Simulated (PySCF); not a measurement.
H3N, charge +1, doublet, at a GFN2-xTB geometry (a state made from the parent by changing its charge; the spin is typed, not shown lowest). Base run: PBE0/cc-pVDZ in PySCF.

Here is a job for PySCF.
```python
from pyscf import gto, scf, dft, solvent

mol = gto.Mole()
mol.atom = '''
    N     0.000000   -0.000000    0.000000
    H     0.015026    1.027722   -0.019448
    H     0.882651   -0.526736    0.017100
    H    -0.897677   -0.500986    0.002349
'''
mol.basis = 'cc-pvdz'
mol.charge = 1
mol.spin = 1
mol.verbose = 4
mol.build()

mf = dft.UKS(mol)
mf.xc = 'pbe0'
mf.kernel()
```

The base run was repeated with changes; each row names its change, and settings that it needs were set with it.

```
change                                                          ΔE vs base (kcal/mol)
--------------------------------------------------------------  ---------------------
base                                                                            0.000
model = IEF-PCM; solvent = dimethylsulfoxide                                    -82.6
model = C-PCM; solvent = dichloromethane                                        -74.9
model = IEF-PCM; solvent = n-hexane                                            -39.64
model = IEF-PCM; solvent = acetonitrile                                         -82.0
model = IEF-PCM; solvent = 2-propanol                                           -80.0
model = ddCOSMO; solvent = dichloromethane                                      -67.2
model = SS(V)PE; solvent = dichloromethane                                      -72.8
model = IEF-PCM; solvent = dichloromethane; vdw_scale = 1.1                     -80.9
model = IEF-PCM; solvent = dichloromethane; lebedev_order = 11                  -74.7
model = IEF-PCM; solvent = dichloromethane                                      -75.0
model = IEF-PCM; solvent = dichloromethane; vdw_scale = 1.4                     -65.7
```

The base is the gas phase, so ΔE is the electrostatic part of solvation at a fixed geometry, without cavity and dispersion terms.

Open shells are given as the SCF converged; they aren't shown to be the lowest states, and a large step between rows can be another state.
